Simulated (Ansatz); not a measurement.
`[CH3][Ga]([OH])[OH]`, 9 atoms. Charge 0, multiplicity 1. Correlated methods include outer-core shells of Ga, which these sets cover unevenly. Scalar relativity is left out up to krypton. All runs use 4 threads of a server CPU on a shared host. Correlated methods freeze the cores.

Give the basis size and wall time and peak host memory of each of these runs in Ansatz. RKS revPBE-D4/def2-TZVPP energy; RKS ωB97M-V/def2-SVP energy; RKS PBE0-D4/def2-SVP energy; RKS r2SCAN0-D4/def2-TZVPP energy; RHF-CCSD(T)/def2-SVP energy; RKS PBE-QIDH (frozen core)/def2-TZVPP energy; RKS B3LYP-D4/def2-TZVPP energy and forces; RHF-MP2/def2-QZVPP energy; RHF-CCSD(T)/def2-TZVPP energy; RKS PBE0-D4/def2-TZVP relaxation (6 steps); RKS ωB97M-V/def2-QZVPP energy; RKS PBE0-D4/def2-QZVPP energy. (An estimate is asked.)

Computed: Other jobs shared the machine, so times are rough.

| level | job | functions | wall time | peak host memory (GiB) |
| --- | --- | --- | --- | --- |
| RKS PBE0-D4/def2-SVP | energy | 99 | 1 s | 0.19 |
| RKS revPBE-D4/def2-TZVPP | energy | 211 | 1.4 s | 0.24 |
| RKS B3LYP-D4/def2-TZVPP | energy and forces | 211 | 3.2 s | 0.51 |
| RKS r2SCAN0-D4/def2-TZVPP | energy | 211 | 3.6 s | 0.49 |
| RKS PBE-QIDH (frozen core)/def2-TZVPP | energy | 211 | 3.8 s | 0.48 |
| RKS ωB97M-V/def2-SVP | energy | 99 | 4.1 s | 0.29 |
| RHF-CCSD(T)/def2-SVP | energy | 99 | 4.4 s | 0.42 |
| RKS PBE0-D4/def2-QZVPP | energy | 410 | 6 s | 1.3 |
| RKS ωB97M-V/def2-QZVPP | energy | 410 | 14 s | 1.5 |
| RHF-MP2/def2-QZVPP | energy | 410 | 16 s | 1.9 |
| RKS PBE0-D4/def2-TZVP | relaxation (6 steps) | 171 | 17 s | 0.4 |
| RHF-CCSD(T)/def2-TZVPP | energy | 211 | 94 s | 3.1 |

B3LYP here is the variant with VWN-RPA as its local correlation; programs differ in this.
